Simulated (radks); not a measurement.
Spherical quantum dot in the effective-mass picture: electrons in a well V = -V0 / (1 + exp((r - R)/a)) with V0 = 6.96, R = 3.1, a = 0.31, with a point charge +1 (a donor) at the centre, all in effective atomic units (hartree* = m*/eps^2 hartree, bohr* = eps/m* bohr), one dielectric constant everywhere. Calculated with a radial shooting solver with Libxc functionals: non-relativistic Kohn-Sham, PBE, spin-polarised, spherical densities. Levels are named by radial order and angular momentum (1s, 1p, 1d, 2s, ...), and open shells are averaged over m.

N = 9, configuration 1s2 1p6 1d(up 1, down 0). This is the lowest configuration that the search found. Occupied and some empty levels:

| level | occupation | eigenvalue (hartree*) | <r> (bohr*) |
|---|---|---|---|
| 1s up | 1 | -3.1033 | 1.559 |
| 1s down | 1 | -3.0881 | 1.539 |
| 1p up | 3 | -2.5819 | 1.966 |
| 1p down | 3 | -2.5544 | 1.959 |
| 1d up | 1 | -1.9910 | 2.158 |
| 1d down | 0 | -1.9591 | 2.155 |
| 2s up | 0 | -1.8999 | 1.595 |
| 2s down | 0 | -1.8866 | 1.607 |
| 1f up | 0 | -1.2856 | 2.305 |
| 1f down | 0 | -1.2519 | 2.305 |
| 2p up | 0 | -0.80169 | 1.912 |
| 2p down | 0 | -0.78770 | 1.914 |

Energy (hartree*): total -41.6580, kinetic 7.0689, external -64.213, Hartree 19.166, exchange-correlation -3.6800.
